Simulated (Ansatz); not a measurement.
`OC[SiH2]P` + H₂ → `[SiH3]P` + CH₃OH at 600 K and 1 bar (hydrogenolysis of the Si–C bond).

Program: Ansatz. Geometries: PBE0-D4/def2-TZVP. ΔE: electronic, gas phase. CBS: MP2 limit from def2 TZ/QZ plus the TZ coupled-cluster correction, frozen cores. This one scheme is used for every species. One conformer a species, not always the lowest.

```
    species  CCSD(T)/CBS energy (Eh)  H − E (kJ/mol)  S (J/(mol·K))
`OC[SiH2]P`               -747.43832           264.9          439.9
         H₂                 -1.17544            43.9          150.8
  `[SiH3]P`               -633.00997           151.6          340.7
      CH₃OH               -115.61712           163.6          277.3
```

H − E and S are ideal-gas, rigid-rotor, harmonic terms from PBE0-D4/def2-TZVP, for one conformer and one mirror image of each species. For small species the MP2-based limit differs from directly extrapolated CCSD(T) by up to some mEh (0.8 for H₂); such offsets cancel only in part. 1 Eh = 2625.50 kJ/mol, R = 8.31446 J/(mol·K).

Problem. By hand: ΔE, ΔH, ΔS and ΔG.

Solution. ΔE = (-633.00997) + (-115.61712) − (-747.43832) − (-1.17544) = -0.01333 Eh = -35.0 kJ/mol. Δ(H − E) = 151.6 + 163.6 − 264.9 − 43.9 = 6.4, so ΔH = -28.6 kJ/mol. ΔS = 340.7 + 277.3 − 439.9 − 150.8 = 27.3 J/(mol·K). ΔG = -28.6 − 600 × (27.3)/1000 = -45.0 kJ/mol.

Problem. By hand: the equilibrium constant, and the temperature at which ΔG would vanish if ΔH and ΔS stayed fixed.

Solution. log₁₀ K = −ΔG/(RT ln 10) = 3.9. ΔH and −TΔS have one sign here, so there is no such temperature.

TΔS isn't small against ΔH here. A doubt of 5 kJ/mol in ΔE shifts log₁₀ K by 0.4 here. Other conformers and mirror images would add mixing entropy, several J/(mol·K) or more a flexible species. These are equilibria of isolated gas molecules and say nothing of rates. Largest T1 diagnostic: 0.013 (customary marks: 0.02 for closed shells, 0.045 for open ones).
